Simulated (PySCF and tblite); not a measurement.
Results of a calculation; reference values are marked as such.
System: C₈H₁₀, numbered as in [CH3:1][C:2]1=[CH:3][CH:4]=[CH:5][CH2:6][CH:7]=[CH:8]1.

Motion: shift of H on C6 from C6 to C2. GFN2-xTB gives an electronic barrier of 31.6 kcal/mol and a reaction energy of 2.3 kcal/mol.

Tunnelling of the moving H, left out here, will speed the real process.

BHandHLYP/pcSseg-1 + D3(BJ), IEF-PCM chloroform on B3LYP-D3(BJ)/def2-SVP geometries gives 44.6 kcal/mol and k(298 K) = 9.7×10⁻¹⁹ s⁻¹.

**Question.** What does BP86/pcSseg-1 + D3(BJ), IEF-PCM chloroform give on B3LYP-D3(BJ)/def2-SVP geometries?

**Answer.** A barrier of 33.5 kcal/mol, 11.0 below the first DFT barrier (from unrounded values), a reaction energy of 1.0 kcal/mol and, with GFN2-xTB thermal terms, ΔG‡(298 K) = 31.0 kcal/mol and k = 1.2×10⁻¹⁰ s⁻¹ (1 equivalent path).

Programs: tblite and PySCF.
